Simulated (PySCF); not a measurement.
Bonding in `CN[SiH2]n1cncc1CF`

Compound: C₅H₁₀FN₃Si.
Numbering: `[CH3:1][NH:2][SiH2:3][n:4]1[cH:5][n:6][cH:7][c:8]1[CH2:9][F:10]` (hydrogens: H11, H12, H13 on C1; H14 on N2; H15, H16 on Si3; H17 on C5; H18 on C7; H19, H20 on C9)

Geometry (GFN2-xTB, Å), atoms numbered from 1 in this order:
```xyz
20
C5H10FN3Si angstrom
C      2.8282    0.7105    0.0846
N      2.2044   -0.5116    0.5480
Si     0.7471   -1.1645   -0.0754
N     -0.4718    0.0521    0.2964
C     -0.4011    1.0357    1.2342
N     -1.4983    1.7211    1.3460
C     -2.3635    1.1643    0.4547
C     -1.7522    0.1350   -0.2026
C     -2.2670   -0.7693   -1.2584
F     -2.1110   -2.0964   -0.9011
H      2.0570    1.4125   -0.2241
H      3.4968    0.5378   -0.7650
H      3.4059    1.1624    0.8934
H      2.8917   -1.1697    0.8802
H      0.4822   -2.3765    0.6844
H      0.6855   -1.3271   -1.5326
H      0.4838    1.2036    1.8120
H     -3.3593    1.5429    0.3386
H     -1.7263   -0.6488   -2.2052
H     -3.3374   -0.6032   -1.4109
```

Bond orders from the PBE0/pcSseg-1 density (PySCF). The structure is a single GFN2-xTB conformer in the gas phase; no vibrational or solvent corrections.

(1) How far do the computed orders between heavy atoms stray from the drawn ones?

(2) Set the Mayer orders of the bonds beside their lengths.

Results:

(1) The largest departure is 0.432, at C8–N4 (drawn aromatic, 1.068), counting aromatic bonds as 1.5. Drawn single, order below 0.88: Si3–N4 (0.760) and C9–F10 (0.868). The bonds drawn aromatic range from 1.07 to 1.64.

(2) 
```json
{"bond": "C1–N2", "drawn as": "single", "length (Å)": "1.448", "Mayer order": "0.944"}
{"bond": "N2–Si3", "drawn as": "single", "length (Å)": "1.714", "Mayer order": "1.036"}
{"bond": "Si3–N4", "drawn as": "single", "length (Å)": "1.762", "Mayer order": "0.760"}
{"bond": "N4–C5", "drawn as": "aromatic", "length (Å)": "1.361", "Mayer order": "1.169"}
{"bond": "C5–N6", "drawn as": "aromatic", "length (Å)": "1.299", "Mayer order": "1.640"}
{"bond": "N6–C7", "drawn as": "aromatic", "length (Å)": "1.361", "Mayer order": "1.336"}
{"bond": "C7–C8", "drawn as": "aromatic", "length (Å)": "1.366", "Mayer order": "1.554"}
{"bond": "C8–C9", "drawn as": "single", "length (Å)": "1.482", "Mayer order": "1.062"}
{"bond": "C9–F10", "drawn as": "single", "length (Å)": "1.383", "Mayer order": "0.868"}
{"bond": "C8–N4", "drawn as": "aromatic", "length (Å)": "1.377", "Mayer order": "1.068"}
{"bond": "C1–H11", "drawn as": "single", "length (Å)": "1.088", "Mayer order": "0.961"}
{"bond": "C1–H12", "drawn as": "single", "length (Å)": "1.095", "Mayer order": "0.970"}
{"bond": "C1–H13", "drawn as": "single", "length (Å)": "1.092", "Mayer order": "0.968"}
{"bond": "N2–H14", "drawn as": "single", "length (Å)": "1.008", "Mayer order": "0.932"}
{"bond": "Si3–H15", "drawn as": "single", "length (Å)": "1.455", "Mayer order": "0.945"}
{"bond": "Si3–H16", "drawn as": "single", "length (Å)": "1.468", "Mayer order": "0.901"}
{"bond": "C5–H17", "drawn as": "single", "length (Å)": "1.070", "Mayer order": "0.970"}
{"bond": "C7–H18", "drawn as": "single", "length (Å)": "1.072", "Mayer order": "0.998"}
{"bond": "C9–H19", "drawn as": "single", "length (Å)": "1.097", "Mayer order": "0.923"}
{"bond": "C9–H20", "drawn as": "single", "length (Å)": "1.094", "Mayer order": "0.945"}
```

Bonds between the same two heavy elements. C–N: lowest C1–N2 (0.944, 1.448 Å), highest C5–N6 (1.640, 1.299 Å). N–Si: lowest Si3–N4 (0.760, 1.762 Å), highest N2–Si3 (1.036, 1.714 Å). C–C: lowest C8–C9 (1.062, 1.482 Å), highest C7–C8 (1.554, 1.366 Å).

Q: Sum the orders of all bonds at each heavy atom with more than one neighbour and set the sums beside the valence in the SMILES.

A: C1 3.843 (drawn 4), N2 2.912 (drawn 3), Si3 3.642 (drawn 4), N4 2.997 (drawn 3), C5 3.779 (drawn 4), N6 2.976 (drawn 3), C7 3.888 (drawn 4), C8 3.684 (drawn 4), C9 3.798 (drawn 4). Orders between atoms that aren't bonded are not in these sums.

For a closed shell the Mayer order of atoms A and B is Σ (PS)μν (PS)νμ over the basis functions μ on A and ν on B, with P the density and S the overlap matrix.

These values come from a run that also computed NMR shieldings. The run took 58 s of wall time (grids of density and orbitals included) on Arm Neoverse V1, one thread, shared host with 32 logical CPUs at a one-minute load of 14, and the process peaked at 1.0 GiB of memory.
